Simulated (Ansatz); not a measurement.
`N=C(N)S` and `N=C(N)BCl` differ in one atom or group.

Ansatz, PBE0-D4/def2-TZVP geometries, multiplicity 1. Each molecule was computed in one conformer, which needn't be the lowest.

```csv
property,`N=C(N)S`
HOMO energy (B3LYP/def2-TZVPP) / eV,-6.98
LUMO energy (PBE0/def2-TZVPP) / eV,-0.03
size of the dipole moment (B3LYP/def2-TZVPP) / D,2.35
HOMO energy (PBE/def2-TZVPP) / eV,-5.94
LUMO energy (B3LYP/def2-TZVPP) / eV,-0.31
HOMO–LUMO gap (ωB97M-V/def2-TZVPP) / eV,11.30
```

Task: What does the change do to each property? (Estimate.)

Result: The calculation gave: 
```csv
property,`N=C(N)BCl`,shift
HOMO energy (B3LYP/def2-TZVPP) / eV,-6.89,0.09
LUMO energy (PBE0/def2-TZVPP) / eV,-2.38,-2.35
size of the dipole moment (B3LYP/def2-TZVPP) / D,2.53,0.18
HOMO energy (PBE/def2-TZVPP) / eV,-5.89,0.05
LUMO energy (B3LYP/def2-TZVPP) / eV,-2.56,-2.25
HOMO–LUMO gap (ωB97M-V/def2-TZVPP) / eV,9.05,-2.25
```

With PBE0 the HOMO rises by 0.09 eV and the LUMO falls by 2.35 eV, so the gap narrows by about 2.44 eV. PBE moves the HOMO by 0.05 eV and ωB97M-V by 0.07 eV. The zero-point energy changes by 11.7 kJ/mol with +3 modes. Dipoles are sizes alone; their direction can turn.

B3LYP here is the variant with VWN-RPA as its local correlation; programs differ in this.
